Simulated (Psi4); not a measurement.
Cl₃Sc, triplet, at a GFN2-xTB geometry (such geometries of metal compounds can be far from the true shape) (the multiplicity is a formal guess); HF/def2-SVP run with Psi4.

Psi4 was given this input:
```
memory 2 GB

molecule {
0 3
  Sc   -0.30552139   -0.02338124    0.21340739
  Cl    1.77321599   -0.12643045   -0.81540043
  Cl   -0.59284853   -1.15055849    2.19835470
  Cl   -0.80295868    1.30587166   -1.64657517
}

set basis def2-svp
set reference uhf
set guess modhuckel

energy('scf')
print_variables()
```

Problem. What does Psi4 print? Leave out banner, timings and long lists.

Solution. 
```
   => Loading Basis Set <=

    Name: DEF2-SVP
    Role: ORBITAL
    Keyword: BASIS

         ---------------------------------------------------------
                                   SCF
               by Justin Turney, Rob Parrish, Andy Simmonett
                          and Daniel G. A. Smith
                              UHF Reference
         ---------------------------------------------------------

  ==> Geometry <==

    Molecular point group: c1
    Full point group: C1

    Geometry (in Angstrom), charge = 0, multiplicity = 3:

       Center              X                  Y                   Z               Mass
    ------------   -----------------  -----------------  -----------------  -----------------
         SC          -0.301935171443    -0.023106793027     0.210902408971    44.955908280000
         CL           1.776802208557    -0.126156003027    -0.817905411029    34.968852682000
         CL          -0.589262311443    -1.150284043027     2.195849718971    34.968852682000
         CL          -0.799372461443     1.306146106973    -1.649080151029    34.968852682000

  Running in c1 symmetry.

  Rotational constants: A =      0.10740  B =      0.04349  C =      0.03095 [cm^-1]
  Rotational constants: A =   3219.75464  B =   1303.76994  C =    927.99746 [MHz]
  Nuclear repulsion =  366.209620572814913

  Charge       = 0
  Multiplicity = 3
  Electrons    = 72
  Nalpha       = 37
  Nbeta        = 35

  ==> Algorithm <==

  SCF Algorithm Type is DF.
  DIIS enabled.
  MOM disabled.
  Fractional occupation disabled.
  Guess Type is MODHUCKEL.
  Energy threshold   = 1.00e-06
  Density threshold  = 1.00e-06
  Integral threshold = 1.00e-12

  ==> Primary Basis <==

  Basis Set: DEF2-SVP
    Blend: DEF2-SVP
    Number of shells: 35
    Number of basis functions: 85
    Number of Cartesian functions: 93
    Spherical Harmonics?: true
    Max angular momentum: 3

   => Loading Basis Set <=

    Name: (DEF2-SVP AUX)
    Role: JKFIT
    Keyword: DF_BASIS_SCF

  ==> Integral Setup <==

  SCF_SUBTYPE=INCORE selected. In-core MEM_DF algorithm will be used.
  Using in-core AOs.

  ==> MemDFJK: Density-Fitted J/K Matrices <==

    J tasked:                   Yes
    K tasked:                   Yes
    wK tasked:                   No
    Algorithm:                 Core
    Schwarz Cutoff:           1E-12
    Mask sparsity (%):       7.5848
    Fitting Condition:        1E-10

   => Auxiliary Basis Set <=

  Basis Set: (DEF2-SVP AUX)
    Blend: DEF2-UNIVERSAL-JKFIT
    Number of shells: 172
    Number of basis functions: 648
    Number of Cartesian functions: 842
    Spherical Harmonics?: true
    Max angular momentum: 6

  Minimum eigenvalue in the overlap matrix is 1.5346914873E-02.
  Reciprocal condition number of the overlap matrix is 4.6705486513E-03.
    Using symmetric orthogonalization.

  ==> Pre-Iterations <==

  SCF Guess: Huckel guess via on-the-fly atomic UHF (doi:10.1021/acs.jctc.8b01089) with the updated GWH rule from doi:10.1021/ja00480a005.

   -------------------------------------------------------
    Irrep   Nso     Nmo     Nalpha   Nbeta   Ndocc  Nsocc
   -------------------------------------------------------
     A         85      85      37      35      35       2
   -------------------------------------------------------
    Total      85      85      37      35      35       2
   -------------------------------------------------------

  ==> Iterations <==

                           Total Energy        Delta E     RMS |[F,P]|

   @DF-UHF iter   1: -2135.99642551778197   -2.13600e+03   2.51433e-02 DIIS/ADIIS
   @DF-UHF iter   2: -2134.54781219173310    1.44861e+00   2.77294e-02 DIIS/ADIIS
   @DF-UHF iter   3: -2137.69068654817693   -3.14287e+00   4.00490e-03 DIIS/ADIIS
   @DF-UHF iter   4: -2137.81749647094193   -1.26810e-01   1.15357e-03 DIIS/ADIIS
   @DF-UHF iter   5: -2137.83663921932475   -1.91427e-02   6.85410e-04 DIIS/ADIIS
[...]
   @DF-UHF iter  69: -2137.85800799367007   -4.90994e-04   1.13395e-04 DIIS/ADIIS
   @DF-UHF iter  70: -2137.85806219142842   -5.41978e-05   1.08609e-04 DIIS/ADIIS
   @DF-UHF iter  71: -2137.85807609183712   -1.39004e-05   1.08688e-04 DIIS/ADIIS
   @DF-UHF iter  72: -2137.85833922585425   -2.63134e-04   1.14941e-04 DIIS/ADIIS
   @DF-UHF iter  73: -2137.85849160213002   -1.52376e-04   1.24676e-04 DIIS/ADIIS
   @DF-UHF iter  74: -2137.85815837600967    3.33226e-04   9.51561e-05 DIIS
   @DF-UHF iter  75: -2137.85798762984223    1.70746e-04   9.74907e-05 DIIS
   @DF-UHF iter  76: -2137.85833712228896   -3.49492e-04   1.03127e-04 DIIS/ADIIS
   @DF-UHF iter  77: -2137.85794830478881    3.88818e-04   8.13126e-05 DIIS
   @DF-UHF iter  78: -2137.85609425073608    1.85405e-03   1.41853e-04 DIIS/ADIIS
   @DF-UHF iter  79: -2137.85851444899754   -2.42020e-03   1.12072e-04 DIIS/ADIIS
   @DF-UHF iter  80: -2137.85865456858710   -1.40120e-04   1.22119e-04 DIIS/ADIIS
   @DF-UHF iter  81: -2137.85874258573176   -8.80171e-05   1.27234e-04 DIIS/ADIIS
   @DF-UHF iter  82: -2137.85880987084647   -6.72851e-05   1.34350e-04 DIIS/ADIIS
   @DF-UHF iter  83: -2137.85858917975384    2.20691e-04   1.21284e-04 DIIS/ADIIS
   @DF-UHF iter  84: -2137.85832569342301    2.63486e-04   1.11183e-04 DIIS/ADIIS
   @DF-UHF iter  85: -2137.85908413226161   -7.58439e-04   1.32066e-04 DIIS/ADIIS
   @DF-UHF iter  86: -2137.85947696465428   -3.92832e-04   2.43209e-04 DIIS/ADIIS
   @DF-UHF iter  87: -2137.85847226167516    1.00470e-03   9.72990e-05 DIIS
   @DF-UHF iter  88: -2137.85762800126258    8.44260e-04   7.72534e-05 DIIS
   @DF-UHF iter  89: -2137.85612774364745    1.50026e-03   1.81684e-04 DIIS/ADIIS
   @DF-UHF iter  90: -2137.85752489187007   -1.39715e-03   9.65268e-05 DIIS
   @DF-UHF iter  91: -2137.85755133080147   -2.64389e-05   9.95933e-05 DIIS
   @DF-UHF iter  92: -2137.85753329852469    1.80323e-05   9.87843e-05 DIIS
   @DF-UHF iter  93: -2137.85752555639965    7.74213e-06   9.47883e-05 DIIS
   @DF-UHF iter  94: -2137.85754118797240   -1.56316e-05   9.73595e-05 DIIS
   @DF-UHF iter  95: -2137.85752499492764    1.61930e-05   9.74690e-05 DIIS
   @DF-UHF iter  96: -2137.85745477257387    7.02224e-05   1.00793e-04 DIIS/ADIIS
   @DF-UHF iter  97: -2137.85773801412643   -2.83242e-04   1.02486e-04 DIIS/ADIIS
   @DF-UHF iter  98: -2137.85743652402971    3.01490e-04   9.21490e-05 DIIS
   @DF-UHF iter  99: -2137.85742871940920    7.80462e-06   9.16986e-05 DIIS
   @DF-UHF iter 100: -2137.85772951742229   -3.00798e-04   5.27303e-05 DIIS

PsiException: Could not converge SCF iterations in 100 iterations.

  Failed to converge.

Traceback (most recent call last):
  File "psi4", line 375, in <module>
  File "<string>", line 26, in <module>
  File "site-packages/psi4/driver/driver.py", line 533, in energy
  File "site-packages/psi4/driver/procrouting/proc.py", line 2760, in run_scf
  File "site-packages/psi4/driver/procrouting/proc.py", line 2047, in scf_helper
  File "site-packages/psi4/driver/procrouting/scf_proc/scf_iterator.py", line 93, in scf_compute_energy
  File "site-packages/psi4/driver/procrouting/scf_proc/scf_iterator.py", line 86, in scf_compute_energy
  File "site-packages/psi4/driver/procrouting/scf_proc/scf_iterator.py", line 609, in scf_iterate

psi4.driver.p4util.exceptions.SCFConvergenceError: Could not converge SCF iterations in 100 iterations.

Printing out the relevant lines from the Psithon --> Python processed input file:
    """)
    core.IO.set_default_namespace("")
    core.set_global_option("BASIS", "def2-svp")
    core.set_global_option("REFERENCE", "uhf")
    core.set_global_option("GUESS", "modhuckel")
--> energy('scf')
    print_variables()

!-------------------------------------------------------!
!                                                       !
!  Could not converge SCF iterations in 100 iterations. !
!                                                       !
!-------------------------------------------------------!
```

Convergence was not reached.
